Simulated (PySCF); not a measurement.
Compound: C3H8OSi.
SMILES with atom numbers: `[SiH3:1][O:2][CH:3]1[CH2:4][CH2:5]1` (hydrogens: H6, H7, H8 on Si1; H9 on C3; H10, H11 on C4; H12, H13 on C5)

Method used: PySCF 2.14.0, PBE0-D3(BJ)/def2-SVP geometry optimisation, gas phase.

Question: Give the optimised bond lengths and angles.

Answer: 
| bond | length (Å) | order |
| --- | --- | --- |
| Si1–O2 | 1.671 | single |
| O2–C3 | 1.389 | single |
| C3–C4 | 1.489 | single |
| C4–C5 | 1.508 | single |
| C3–C5 | 1.499 | single |
| Si1–H6, Si1–H7 | 1.491 | single |
| Si1–H8 | 1.497 | single |
| C3–H9 | 1.099 | single |
| C4–H10, C5–H13 | 1.093 | single |
| C4–H11, C5–H12 | 1.093 | single |

Bonds in one row agree within 0.01 Å and their mean is given. Orders are formal, as drawn. A selection of angles:
| angle | degrees |
| --- | --- |
| O2–Si1–H6 | 106.2 |
| O2–Si1–H7 | 111.2 |
| H6–Si1–H7 | 110.1 |
| Si1–O2–C3 | 121.6 |
| O2–C3–C4 | 117.4 |
| O2–C3–C5 | 119.4 |
| O2–C3–H9 | 114.2 |
| C4–C3–C5 | 60.6 |
| C4–C3–H9 | 117.5 |
| C3–C4–C5 | 60.0 |
| C3–C4–H10 | 115.7 |
| C3–C4–H11 | 118.7 |
| C5–C4–H10 | 117.0 |
| C5–C4–H11 | 119.2 |
| H10–C4–H11 | 115.1 |
| C3–C5–H13 | 116.6 |

Dihedral angles: Si1–O2–C3–C4 -151° (antiperiplanar); O2–C3–C4–C5 110° (anticlinal); O2–C3–C5–C4 -107° (anticlinal). The mirror-image conformer, all signs reversed, is as good.

The 3-membered ring C3–C4–C5 has internal angles of 59.4° to 60.6°. Of the pairs four or more bonds apart, Si1···H13 is among the closest relative to their van der Waals radii: 3.41 Å, 103 % of the sum of Bondi's values. Si1 (oxygen-bound silicon) is tetrahedral (angles from 106.2° to 111.2°). O2 (silyl ether oxygen) is bent (angle 121.6°).

Point group: C1 (no symmetry element, even within 0.4 Å). No PBE0-D3(BJ)/def2-SVP frequencies stand behind this structure, so it isn't proved a minimum. The numbers are those of one conformer.
